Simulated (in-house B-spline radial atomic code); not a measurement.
Cu⁻. Computed with a B-spline radial atomic code. Model: all-electron spherical atom, spin shells full or empty, radial basis limit, no spin-orbit coupling: exact exchange with a local potential (Slater, KLI or optimised effective potential, whose far tail is KLI's), no correlation.

Anion configuration assumed.

The run also made RPA and GW results, which its time includes.

The Slater potential averages the orbital exchange potentials with the orbital densities as weights, KLI adds orbital constants, and the optimised effective potential minimises the exact-exchange energy among local potentials. So their energies lie above Hartree-Fock in the order OEP, KLI, Slater. All fall off as −1/r, unlike LDA and GGA exchange.

Command:
```bash
python run_gw.py task.json out
```
Settings (lengths in bohr, energies in hartree):
```
Z                      29
electrons              30
configuration          [Ar] 3d10 4s2
hamiltonian            nr
method                 slater
lmax                   9
spin_polarised         False
box_radius             60
intervals              81
ion_configuration      [Ar] 3d10 4s1
```

Time taken, with all properties: 27 s on 1 thread of Arm Neoverse N1, with other jobs on the host.

Given: hamiltonian non-relativistic; mean-field start Slater potential.

Computed: energy above Hartree-Fock 287.3 millihartree; virial ratio -E/T less 1 -0.015822.

```csv
radius (bohr),r times exchange potential (hartree bohr)
0.00172,-0.051141
0.0022,?
0.0028,-0.083039
0.00356,-0.10532
0.00454,-0.13379
0.00578,-0.16933
0.00736,-0.21364
0.00937,-0.26823
0.0119,-0.33373
0.0152,-0.41323
0.0193,-0.50225
0.0246,-0.60119
0.0314,-0.70285
0.04,-0.7949
0.0509,-0.86197
0.0648,-0.88819
0.0825,-0.88883
0.105,-0.94251
0.134,-1.0873
0.17,-1.2558
0.217,-1.3765
0.276,-1.3722
0.352,-1.2379
0.448,?
0.571,-1.4978
0.727,-1.6914
0.926,-1.7342
1.18,-1.6179
1.5,-1.3934
1.91,-1.1496
2.44,-0.99683
3.1,-0.95341
3.95,-0.96112
5.03,-0.97905
6.41,-0.99172
8.16,-0.99761
10.4,-0.99955
```

(1) What belongs in the row 0.0022?

(2) What belongs in the row 0.448?

```csv
occupied,level (hartree),Hartree-Fock level (hartree)
1s,-325.6,-328.6
2s,-39.163,-40.626
2p,-34.594,-35.425
3s,-4.1187,-4.8183
3p,-2.6609,-3.1305
3d,?,?
4s,-0.044666,-0.021083
```

(3) What belongs in the row 3d?

Results:

(1) r times exchange potential (hartree bohr): -0.065347.

(2) r times exchange potential (hartree bohr): -1.266.

(3) level (hartree): -0.19495; Hartree-Fock level (hartree): -0.29621.

The highest level, 4s, differs from Hartree-Fock by -0.64 eV and the deepest, 1s, by +81.5 eV: the Slater potential lacks the response part and is deeper than the optimised one throughout, so the top level comes too deep.
